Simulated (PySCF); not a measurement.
Task: What does the PBE0-D3(BJ)/def2-SVP structure of `CS[Si@H](N)N[SiH3]` look like in three dimensions?

Result: 
```xyz
16
CH10N2SSi2 angstrom
C      2.4373   -0.6296   -0.3584
S      1.5602    0.0608   -1.8011
Si    -0.1238    0.9316   -0.8030
N      0.5108    2.0920    0.3071
N     -1.0814   -0.1377    0.1711
Si    -2.3312   -1.2394   -0.3360
H      2.5165    0.1162    0.4443
H      1.9243   -1.5259    0.0178
H      3.4455   -0.9088   -0.6920
H     -0.9836    1.3964   -1.9309
H      1.2720    2.6899    0.0048
H     -0.1135    2.5786    0.9418
H     -0.7087   -0.2731    1.1085
H     -2.8521   -0.7551   -1.6471
H     -1.8525   -2.6489   -0.5026
H     -3.4366   -1.2636    0.6717
```

Orientation and origin are arbitrary. Atoms count from 1 in this order. Of the pairs four or more bonds apart, N4···H7 is among the closest relative to their van der Waals radii: 2.82 Å, 102 % of the sum of Bondi's values. N4 (silicon-bound nitrogen) has angles 119.9°, 118.7° and 111.4°, sum 350.0°, 0.22 Å off the plane of its three neighbours. N5 (nitrogen bridging silicon atoms) is almost planar (angles 128.5°, 116.5° and 113.4°, sum 358.4°, 0.10 Å off the plane of its three neighbours). S2 (sulfur bonded to C and Si) is bent (angle 99.4°).

Bonds between heavy atoms (Å): C1–S2 1.824, S2–Si3 2.143, Si3–N4 1.727, Si3–N5 1.735, N5–Si6 1.741.

Computed, not measured: PBE0-D3(BJ)/def2-SVP geometry optimisation, gas phase (PySCF).

Point group: C1 (no symmetry element, even within 0.4 Å). No PBE0-D3(BJ)/def2-SVP frequencies stand behind this structure, so it isn't proved a minimum. One conformer, not necessarily the lowest (C1–S2–Si3–N4 60°, S2–Si3–N4–H 42° and -175°, S2–Si3–N5–Si6 -81°).
